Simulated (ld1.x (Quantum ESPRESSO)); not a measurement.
## Transferability test, PAW potential for N (Z = 7)

| Property | Result |
| --- | --- |
| Element | N (Z = 7) |
| Generator | ld1.x (Quantum ESPRESSO) 7.5 |
| Type | PAW |
| Functional | LDA (PZ) |
| Relativity | non-relativistic |
| Frozen core | [He] |
| Valence charge | 5 |
| Reference configuration | 2s1.5 2p3.5 |
| Partial waves | 2s (bound): rcut 0.60, rcutus 0.75 bohr; 2s channel at 2.4 Ry: rcut 0.60, rcutus 0.75 bohr; 2p (bound): rcut 2.05, rcutus 2.35 bohr; 2p channel at -0.15 Ry: rcut 2.05, rcutus 2.35 bohr |
| Local potential | all-electron potential smoothed inside 0.55 bohr (lloc = -1) |
| Core correction | a·sin(br)/r model core, default radius (ld1.x builds one for every PAW set, though the input has nlcc=.false.) |
| Augmentation charge | PSQ, inside the norm-conserving radii |

Energies are relative to the spin-unpolarised reference configuration 2s1.5 2p3.5; without spin polarisation the order of configurations can differ from experiment. Spin-polarised rows fill each open shell by Hund’s rule, majority spin first.

(1) Give the all-electron excitation energy and the error of the potential for: 2s2 2p3; 2s2 2p2; 2s2 2p1; 2s2 2p2.5; 2s1 2p3; 2s2 2p3.3; 2s1 2p4; 2s1.5 2p3.5 (spin-polarised); 2s2 2p3 (spin-polarised).

Results:

(1)

```
       valence configuration  charge  ΔE all-electron (eV)  error AE − PS (meV)
                     2s2 2p3       0                -5.581                  -38
                     2s2 2p2      +1                 8.156                 -133
                     2s2 2p1      +2                37.131                 -268
                   2s2 2p2.5    +0.5                -0.412                  -79
                     2s1 2p3      +1                19.576                  -25
                   2s2 2p3.3    -0.3                -7.248                 -6.4
                     2s1 2p4       0                 5.593                  +25
2s1.5 2p3.5 (spin-polarised)       0                -3.029                 +7.5
    2s2 2p3 (spin-polarised)       0                -8.474                  -56
```
